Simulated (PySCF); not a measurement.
# Electronic structure of Se³⁺ (selenium, charge +3) at the TPSSh level

Configuration: [Ar] 3d10 4s2 4p1, 2P determinant. Calculation: PySCF 2.14, in aug-cc-pVQZ-PP with one added diffuse shell each of s, p, d, f, g type with ECP10MDF (8s7p6d4f3g, 114 functions); a scalar-relativistic core potential.

| Property | Result |
| --- | --- |
| Total energy | -370.7485 hartree |
| One-electron energy | -624.8603 hartree |
| Hartree (Coulomb) energy | 281.9490 hartree |
| Exchange-correlation energy | -27.8372 hartree |
| ⟨S²⟩ | 0.7524 |
| ⟨L²⟩ | 2.008 |
| Sum of ⟨r⟩ | 16.10 bohr |
| Sum of ⟨r²⟩ | 18.11 bohr² |
| Traceless quadrupole moment −½Σ⟨3z² − r²⟩ along its main axis | -1.59 e·bohr² |

```tsv
shell	electrons	mean orbital energy (eV)	spread (eV)	rms radius, mean of both spins (bohr)
3s α	1	-245.05	0	0.619
3s β	1	-244.93	0	0.619
3p α	3	-193.24	0.561	0.641
3p β	3	-193.10	0.834	0.641
3d α	5	-92.308	0.550	0.688
3d β	5	-92.146	0.822	0.688
4s α	1	-50.414	0	1.75
4s β	1	-48.878	0	1.75
4p α	1	-37.705	0	2.01
```

Energies and moments cover only the electrons outside the core potential.
